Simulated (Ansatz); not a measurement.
Geometry optimisation, DFT LDA, scalar-relativistic, plane waves, PAW in Ansatz.

Input file:

```yaml
crystal:
  lattice:
    - [0.0, 5.43, 5.43]
    - [5.43, 0.0, 5.43]
    - [5.43, 5.43, 0.0]
  atoms:
    - { symbol: Si, position: [0.0, 0.0, 0.0] }
    - { symbol: Si, position: [0.125, 0.125, 0.125] }
    - { symbol: Si, position: [0.0, 0.0, 0.5] }
    - { symbol: Si, position: [0.125, 0.125, 0.625] }
    - { symbol: Si, position: [0.0, 0.5, 0.0] }
    - { symbol: Si, position: [0.125, 0.625, 0.125] }
    - { symbol: Si, position: [0.0, 0.5, 0.5] }
    - { symbol: Si, position: [0.125, 0.625, 0.625] }
    - { symbol: Si, position: [0.5, 0.0, 0.0] }
    - { symbol: Si, position: [0.625, 0.125, 0.125] }
    - { symbol: Si, position: [0.5, 0.0, 0.5] }
    - { symbol: Si, position: [0.625, 0.125, 0.625] }
    - { symbol: Si, position: [0.5, 0.5, 0.0] }
    - { symbol: Si, position: [0.625, 0.625, 0.125] }
    - { symbol: Si, position: [0.5, 0.5, 0.5] }
    - { symbol: Si, position: [0.625, 0.625, 0.625] }
    - { symbol: Al, position: [0.8915239, 0.3627102, 0.3753346], spin: 1.0 }
magnetization:
  spin_polarized: true
basis:
  ecutwfc: 420.0
kpoints:
  mp_grid: { grid: [2, 2, 2] }
hamiltonian:
  xc: lda
  pseudopotentials: { kind: paw, azcp: { folder: soft_1 } }
scf:
  occupations: { method: gaussian, width: 0.05 }
  lower_state_search: "off"
relax:
  f_tol: 0.03
  max_steps: 60
  adjacent_minimum: "off"
output:
  write_density: true
  write_potential: true
  elf: true
  volumetric_format: npy
```

Command:

```bash
$ ansatz run input.yaml --threads 2 --pin off --max-ram 5120MiB --backend cpu --events-out ev --progress --plain --runs-dir out
```

Where does it end, and by what steps?

The forces met the threshold. The force dipped under the threshold on the way, but the program's further checks kept it going. Limits of this set-up: coarse k mesh, PAW files made for another functional, a small cell, in which the defect meets its images. After 4 steps the energy has fallen by 0.349 eV; Al17 moved furthest, 0.11 Å.

```csv
step,energy less start (eV),largest force component (eV/Å),accepted
0,0.0000,1.310,yes
1,-0.2910,0.555,yes
2,-0.3425,0.181,yes
3,-0.3492,0.015,yes
4,-0.3492,0.015,yes
```

```xyz
17
Lattice="0.0000 5.4300 5.4300 5.4300 0.0000 5.4300 5.4300 5.4300 0.0000" Properties=species:S:1:pos:R:3
Si 0.008 -0.007 -0.011
Si 1.339 1.363 1.359
Si 2.665 2.766 -0.046
Si 4.069 4.092 1.359
Si 2.666 -0.042 2.762
Si 4.068 1.363 4.089
Si 5.474 2.766 2.763
Si 6.783 4.079 4.074
Si 0.010 2.734 2.730
Si 1.352 4.080 4.075
Si 2.698 5.422 2.730
Si 4.069 6.793 4.058
Si 2.697 2.735 5.417
Si 4.069 4.062 6.789
Si 5.472 5.389 5.386
Si 6.800 6.793 6.788
Al 4.069 6.793 6.789
```

Run time: 42 s on 2 threads of Arm Neoverse V1 (shared host), peak memory 0.64 GiB.
